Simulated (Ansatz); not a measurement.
What each rung costs, and what it gives

The pair of F⁻ (SMILES [F-], atom 1) and SiNH5 (SMILES [SiH3]N, atoms 2–8), both closed shells, in one local arrangement (a lower one may exist), relaxed at PBE0-D4/def2-TZVPD:

F1  (-0.284, -0.633, -1.659)
Si2  (-0.409, -0.419, 0.068)
N3  (0.946, 0.708, -0.025)
H4  (-1.869, -0.019, -0.094)
H5  (-0.204, -1.911, 0.261)
H6  (-0.463, -0.171, 1.637)
H7  (1.200, 1.094, -0.921)
H8  (1.084, 1.352, 0.734)
(Å)

Interaction energies are counterpoise-corrected; the time is that of the whole pair.

Program: Ansatz 0.2.0. Basis: as named in each row. Cores are frozen in the correlated methods. B3LYP uses VWN-RPA correlation. Extrapolation: Hartree–Fock as exp(−7.88 √X), correlation as X^−2.97.

Times are rough, for one single point on 2 threads of a shared host (Arm Neoverse V2).

The estimate by CCSD(T) at an estimated basis limit (MP2 extrapolated from triple and quadruple zeta, plus CCSD(T) − MP2 in triple zeta) is -301.4 kJ/mol.

| method | basis | time (s) | interaction energy (kJ/mol) | method less estimate |
| --- | --- | --- | --- | --- |
| HF | STO-3G | under 1 | -182.7 | 118.7 |
| PBE-D4 | STO-3G | under 1 | -151.0 | 150.4 |
| SPW92 | def2-SVP | under 1 | -319.4 | -18.0 |
| B3LYP-D4 | 6-31G | under 1 | -216.6 | 84.9 |
| PBE-D4 | def2-SVP | under 1 | -288.5 | 13.0 |
| PBE0-D4 | def2-SVP | under 1 | -312.3 | -10.9 |
| CCSD(T) | def2-SVP | 1 | -290.8 | 10.6 |
| PBE-D4 | def2-TZVPPD | 2 | -271.1 | 30.3 |
| revPBE-D4 | def2-TZVPPD | 2 | -266.6 | 34.8 |
| BLYP-D4 | def2-TZVPPD | 2 | -259.0 | 42.4 |
| PBE0-D4 | def2-TZVPPD | 3 | -294.3 | 7.1 |
| HSE06-D4 | def2-TZVPPD | 3 | -294.2 | 7.3 |
| wB97M-V | def2-SVP | 3 | -314.1 | -12.7 |
| B3LYP-D4 | def2-TZVPPD | 3 | -281.2 | 20.2 |
| r2SCAN-D4 | def2-TZVPPD | 4 | -298.9 | 2.6 |
| B2PLYP | def2-TZVPPD | 4 | -280.2 | 21.2 |
| B97M-V | def2-TZVPPD | 8 | -307.3 | -5.9 |
| wB97X-V | def2-TZVPPD | 8 | -292.5 | 9.0 |
| wB97M-V | def2-TZVPPD | 9 | -295.9 | 5.6 |
| MP2 | def2-QZVPPD | 13 | -296.7 | 4.7 |
| CCSD(T) | def2-TZVPPD | 56 | -288.6 | 12.9 |

The T1 diagnostic stays at or below 0.024.
